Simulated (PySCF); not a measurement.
# Spin states of KF⁺

Unrestricted PBE0; PySCF, spin-free X2C with a Gaussian nucleus, basis sets K x2c-SVPall, F x2c-SVPall. Outer shells of the fragments: K+ closed shells only; F 2s2 2p5.

Followed along the bond (rough minima from three points):

| 2Ms+1 | unpaired | ⟨S²⟩ at the start | R at minimum (Å) | Te (eV) |
| --- | --- | --- | --- | --- |
| 2 | π ↑ | 0.75 | 2.89 | 0.00 |
| 2 | σ ↑ | 0.75 | 2.94 | 0.16 |

Solutions found at the starting distance of 2.660 Å, counted from the lowest of them; the search is not exhaustive and high or unbound solutions are not listed, so other states can lie among these:

| 2Ms+1 | unpaired | term | E (eV) | ⟨S²⟩ | ⟨Lz²⟩ | μ (D) |
| --- | --- | --- | --- | --- | --- | --- |
| 2 | π ↑ | ²Π | 0.00 | 0.75 | 1.00 | -3.82 |
| 2 | σ ↑ | ²Σ⁺ | 0.16 | 0.75 | 0.00 | -3.89 |

A term symbol is given only where ⟨S²⟩ and ⟨Lz²⟩ are close to those of a pure state; real π, δ and φ orbitals otherwise mix terms. A positive dipole points towards F; it is taken about the centre of mass and depends on that origin.
